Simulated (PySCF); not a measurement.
C5H5Cl, SMILES C=C=C/C=C/Cl.

Geometry: PBE-D3(BJ)/def2-SVP. The structure was generated by enumeration; whether it is a known compound was not checked. The values are those of a single conformer.

Level of theory: PBE-D3(BJ)/def2-SVP (PySCF).

Frequencies are harmonic and unscaled.

| mode | ν (cm⁻¹) | IR (km/mol) | moving atoms (share of kinetic energy) |
|---|---|---|---|
| 1 | 80 | 0.1 | C 49 %, H 46 % |
| 2 | 99 | 0.1 | C 64 %, Cl 20 %, H 15 % |
| 3 | 220 | 0.8 | C 55 %, H 35 %, Cl 10 % |
| 4 | 266 | 1.9 | C 75 %, H 14 %, Cl 12 % |
| 5 | 302 | 6.1 | C 55 %, H 45 % |
| 6 | 368 | 1.1 | C 62 %, Cl 32 % |
| 7 | 567 | 0.2 | H 55 %, C 45 % |
| 8 | 647 | 58.1 | C 82 %, Cl 11 % |
| 9 | 794 | 1.1 | H 52 %, C 48 % |
| 10 | 822 | 47.6 | H 74 %, C 26 % |
| 11 | 855 | 24.2 | C 72 %, H 17 %, Cl 10 % |
| 12 | 867 | 31.0 | H 85 %, C 15 % |
| 13 | 931 | 25.9 | H 90 %, C 10 % |
| 14 | 945 | 0.0 | H 63 %, C 37 % |
| 15 | 945 | 9.8 | C 75 %, H 23 % |
| 16 | 1115 | 1.1 | H 72 %, C 28 % |
| 17 | 1204 | 4.7 | H 78 %, C 22 % |
| 18 | 1260 | 0.1 | H 80 %, C 20 % |
| 19 | 1309 | 1.9 | H 75 %, C 25 % |
| 20 | 1418 | 2.9 | C 59 %, H 41 % |
| 21 | 1619 | 44.1 | C 92 %, H 8 % |
| 22 | 1997 | 51.5 | C 98 % |
| 23 | 3038 | 4.5 | H 95 % |
| 24 | 3069 | 3.3 | H 92 % |
| 25 | 3118 | 0.2 | H 89 %, C 11 % |
| 26 | 3119 | 5.8 | H 92 %, C 8 % |
| 27 | 3129 | 6.9 | H 92 %, C 8 % |
